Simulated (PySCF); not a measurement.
# Atomic charges by several schemes

CF3OCF3, C₂F₆O.
Geometry (PBE0-D3(BJ)/def2-TZVP, Å), atoms numbered from 1 in this order:
```
atom  x, y, z in Å
F1     1.1531    0.9688   -0.9016
C2     0.9944    0.3989    0.2842
F3     2.0741   -0.2912    0.5852
F4     0.8315    1.3542    1.1863
O5    -0.0514   -0.4881    0.2995
C6    -1.2442   -0.1555   -0.2892
F7    -1.1858   -0.2827   -1.6060
F8    -1.6160    1.0850   -0.0073
F9    -2.1402   -0.9979    0.1805
```

Density: PBE0/pcSseg-2 (PySCF); schemes: Mulliken, IAO, Hirshfeld and ESP-fitted. Isolated species at its PBE0-D3(BJ)/def2-TZVP geometry, gas phase.

Which atoms carry the highest charge in the Mulliken, IAO, Hirshfeld and ESP-fitted schemes?

All schemes pick atoms of one kind: Mulliken C2 and C6 (+0.776); IAO C2 and C6 (+0.980); Hirshfeld C2 and C6 (+0.314); ESP-fitted C6 (+0.637).

At which atom do the 4 schemes differ most?

At C2 and C6: from +0.314 (Hirshfeld) to +0.980 e (IAO), 0.666 e apart.

Tabulate the Mulliken, IAO, Hirshfeld and ESP-fitted charges.

In e:

```tsv
atom	environment	Mulliken	IAO	Hirshfeld	ESP-fitted
F1	fluorine of a CF3 group	-0.210	-0.269	-0.080	-0.161
C2	CF3 carbon	+0.776	+0.980	+0.314	+0.626
F3	fluorine of a CF3 group	-0.197	-0.258	-0.074	-0.146
F4	fluorine of a CF3 group	-0.207	-0.268	-0.084	-0.159
O5	ether oxygen	-0.323	-0.370	-0.152	-0.322
C6	CF3 carbon	+0.776	+0.980	+0.314	+0.637
F7	fluorine of a CF3 group	-0.207	-0.268	-0.085	-0.162
F8	fluorine of a CF3 group	-0.211	-0.269	-0.080	-0.163
F9	fluorine of a CF3 group	-0.197	-0.258	-0.074	-0.149
```

Mean size of the charges over all atoms: IAO 0.435 e, Mulliken 0.345 e, ESP-fitted 0.281 e, Hirshfeld 0.140 e. Each set sums to the total charge, 0, to within 0.001 e. The IAO scheme projects the occupied orbitals on a minimal set of polarised atomic orbitals and counts the electrons in each atom's part of it.

How many electrons does the Mulliken scheme count on C2?

Z − q = 6 − (+0.776) = 5.224.

Sum the charges by element, for elements with more than one atom.

```csv
element,atoms,Mulliken,IAO,Hirshfeld,ESP-fitted
F,6,-1.229,-1.589,-0.477,-0.941
C,2,+1.552,+1.960,+0.629,+1.263
```
